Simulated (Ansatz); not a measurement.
Input file for Ansatz (a program for electronic structure): R-B2PLYP/def2-TZVPPD on GaH6NO (a complex). Files ending in .json are basis or fitting sets from the Basis Set Exchange. The run froze 16 orbitals, filled d shells among them.

Ansatz 0.2 input:
```yaml
crystal:
  periodic: [false, false, false]
  atoms:
    - {symbol: O, position_ang: [-0.02702293, 1.19407047, 1.18962619]}
    - {symbol: Ga, position_ang: [-0.08437439, -0.03814934, -0.09935988]}
    - {symbol: H, position_ang: [0.01076232, 0.80999475, 2.08896919]}
    - {symbol: H, position_ang: [-0.14647985, 0.52257131, -1.55496223]}
    - {symbol: H, position_ang: [-0.06849732, -1.55463567, 0.31431137]}
    - {symbol: N, position_ang: [0.08551908, 0.00719915, 3.84732299]}
    - {symbol: H, position_ang: [0.92955733, 0.28948579, 4.33257734]}
    - {symbol: H, position_ang: [-0.70555557, 0.30493417, 4.40691464]}
    - {symbol: H, position_ang: [0.07425394, -1.00591564, 3.81188368]}
basis:
  gaussian:
    orbitals: def2-TZVPPD.json
hamiltonian:
  xc: {name: B2PLYP}
magnetization: {spin_polarized: false}
correlation: {electrons: outside_noble_gas}
scf: {lower_state_search: off}
```

Question: Give the final energy of this run.

Answer: -2058.0152 hartree.

Question: How many basis functions does it have, and what does it roughly cost on one machine?

Answer: 233 functions; roughly 11 core-seconds.
